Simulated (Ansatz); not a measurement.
Ideal-gas functions of F2MoOS, SMILES `[O]=[Mo]([F])([F])=[S]` at 298.15 K and 1 bar, from an Ansatz frequency run at PBE0-D4/def2-TZVP.

Molar mass 182.0 g/mol, point group Cs (symmetry number 1), electronic degeneracy 1, moments of inertia 153.294, 216.853, 239.459 u Å². Harmonic wavenumbers (cm⁻¹, unscaled): 186, 198, 220, 263, 302, 600, 709, 732, 1075.

Use S(trans) = R[1.5 ln M + 2.5 ln T − 1.1517]; rotational temperatures θ = 24.2544 K / I; S(rot) = R[ln(√π/σ · √(T³/θAθBθC)) + 1.5]; for each mode x = 1.438777 ν̃/T, S = R[x/(eˣ − 1) − ln(1 − e⁻ˣ)] and H = RT x/(eˣ − 1); 1 cm⁻¹ = 0.0119627 kJ/mol; R = 8.31446 J/(mol·K).

By hand: the entropy, in J/(mol·K).

Translation 173.8. Rotation: θ = 0.1582, 0.1118, 0.1013 K, giving 114.6. Vibration, mode by mode: 9.49, 9.00, 8.20, 6.87, 5.88, 1.88, 1.24, 1.13, 0.29, in all 44.0. Electronic 0.0. Sum 332.4 J/(mol·K).

By hand: H − E and G − E in kJ/mol, counted from the electronic energy.

Zero-point energy ½ × 4285 × 0.0119627 = 25.6; thermal vibration 7.8; translation, rotation and pV give 4 RT = 9.9. H − E = 43.3 kJ/mol, and G − E = 43.3 − 298.15 × 332.4/1000 = -55.8 kJ/mol.

Vibration gives 13 % of the entropy.
